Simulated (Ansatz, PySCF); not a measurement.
C₂H₅BeCl (SMILES C[CH2][Be][Cl]), singlet, at a GFN2-xTB geometry (such geometries of metal compounds can be far from the true shape). Base run: CASSCF(4,4)/6-31G in PySCF.

PySCF was given this input:
```python
from pyscf import gto, scf, mcscf
import numpy

mol = gto.Mole()
mol.atom = '''
    Be    0.127651   -0.099846    0.344343
    Cl    0.957086    1.103020    1.322246
    C    -0.695519   -1.287869   -0.630088
    C    -1.175765   -0.790664   -2.008266
    H    -1.577388   -1.701058   -0.132221
    H    -0.080370   -2.171307   -0.823530
    H    -0.341623   -0.448463   -2.614912
    H    -1.876456    0.033664   -1.906141
    H    -1.677520   -1.593598   -2.548628
'''
mol.basis = '6-31g'
mol.charge = 0
mol.spin = 0
mol.verbose = 4
mol.build()

mf = scf.RHF(mol)
mf.kernel()
mc = mcscf.CASSCF(mf, 4, 4)
mc.fix_spin_(ss=0.0)
mc.kernel()
occ = numpy.linalg.eigvalsh(mc.fcisolver.make_rdm1(mc.ci, mc.ncas, mc.nelecas))[::-1]
ss = mc.fcisolver.spin_square(mc.ci, mc.ncas, mc.nelecas)[0]
print('natural occupations', occ.round(4), ' <S^2>', round(ss, 4))
```

Programs used: Ansatz (a program for electronic structure), PySCF; a row that names a program was run with it.

The base run was repeated with changes; each row names its change, and settings that it needs were set with it.

```csv
change,ΔE vs base (kcal/mol),natural occupations,<S^2> of the state
base,0.000,1.99 1.98 0.02 0.01,0.00
orbitals = fixed (CASCI),11.53,2.00 2.00 0.00 0.00,0.00
"active space = 8 electrons, 9 orbitals",-45.75,1.98 1.98 1.98 1.97 0.02 0.02 0.02 0.02 0.01,0.00
code = ansatz,-8.86,-,-
orbitals = fixed (CASCI); correction = SC-NEVPT2,-145.8,2.00 2.00 0.00 0.00,0.00
start = MP2 natural orbitals,-8.03,1.98 1.98 0.02 0.02,0.00
"code = ansatz; correction = SC-NEVPT2, all electrons",-147.9,-,-
solver = newton,1.48,1.99 1.98 0.02 0.01,0.00
fix_spin_ = off,-0.008,1.99 1.98 0.02 0.01,0.00
correction = SC-NEVPT2,-147.9,1.99 1.98 0.02 0.01,0.00
conv_tol = 1e-5,-0.008,1.99 1.98 0.02 0.01,0.00
```

Active orbitals are taken around the Fermi level unless the row says otherwise; CASSCF can end in different local minima, and two programs can end on different orbitals. State-averaged rows give the lowest state.

Ansatz warned in this series: other orbitals give a lower active-space energy.
